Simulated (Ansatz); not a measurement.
C6H11F6N2P⁺, that is 1-ethyl-3-methylimidazolium hexafluorophosphate with one electron fewer. Total charge 1; doublet. Geometry r2SCAN-D4/def2-SVP, that of the neutral singlet; atoms count from 1.

```xyz
26

C     2.5884   -0.3490    0.8614
C     2.1660   -0.5838   -0.5794
N     0.7773   -1.0616   -0.6628
C     0.2912   -2.2285   -0.1080
C    -1.0695   -2.1941   -0.2367
N    -1.3849   -1.0110   -0.8730
C    -2.7222   -0.4440   -0.9994
C    -0.2538   -0.3372   -1.1048
H     3.6142    0.0480    0.8724
H     2.5812   -1.2825    1.4452
H     1.9240    0.3846    1.3377
H     2.2005    0.3560   -1.1454
H     2.8039   -1.3258   -1.0871
H     0.9460   -2.9817    0.3228
H    -1.8325   -2.9071    0.0651
H    -3.4442   -1.2614   -1.1187
H    -2.7556    0.2168   -1.8732
H    -2.9352    0.1545   -0.1024
H    -0.1968    0.6806   -1.4847
F     0.8076    2.0130   -0.0606
P    -0.4764    2.3382    0.9506
F    -0.5876    0.7034    1.2468
F    -1.4773    2.1094   -0.3558
F     0.5517    2.4740    2.1939
F    -1.7597    2.5850    1.8977
F    -0.3563    3.9043    0.5985
```

Question: Estimate the Mulliken populations from the PBE0/def2-SVP orbitals of Ansatz.

Answer: 
```csv
atom,charge (e),spin (α − β)
C1,-0.12,0.00
C2,0.02,0.00
N3,-0.27,-0.06
C4,0.20,0.31
C5,0.21,0.29
N6,-0.28,-0.04
C7,0.04,0.00
C8,0.35,0.31
H9,0.12,0.00
H10,0.07,0.00
H11,0.11,0.00
H12,0.12,0.00
H13,0.12,0.00
H14,0.16,-0.01
H15,0.16,-0.01
H16,0.11,0.00
H17,0.13,0.00
H18,0.16,0.00
H19,0.19,-0.01
F20,-0.40,0.00
P21,1.51,-0.01
F22,-0.37,0.09
F23,-0.40,0.01
F24,-0.32,0.04
F25,-0.32,0.03
F26,-0.30,0.04
```
Mulliken values depend strongly on the basis.

Question: Where does the spin sit?

Answer: Summed by element: C 0.92, N -0.10, H -0.04, F 0.22, P -0.01, of 1 unpaired in all. Largest on single atoms: C4 0.31, C8 0.31, C5 0.29.

Question: And the Mayer bond orders between heavy atoms (over 0.3)?

Answer: C1–C2 1.08 (1.52 Å); C2–N3 0.83 (1.47 Å); N3–C4 1.29 (1.38 Å); N3–C8 1.25 (1.34 Å); C4–C5 1.28 (1.37 Å); C5–N6 1.30 (1.38 Å); N6–C7 0.86 (1.46 Å); N6–C8 1.22 (1.34 Å); F20–P21 0.79 (1.67 Å); P21–F22 0.72 (1.67 Å); P21–F23 0.81 (1.66 Å); P21–F24 0.94 (1.62 Å); P21–F25 0.98 (1.61 Å); P21–F26 0.99 (1.61 Å).
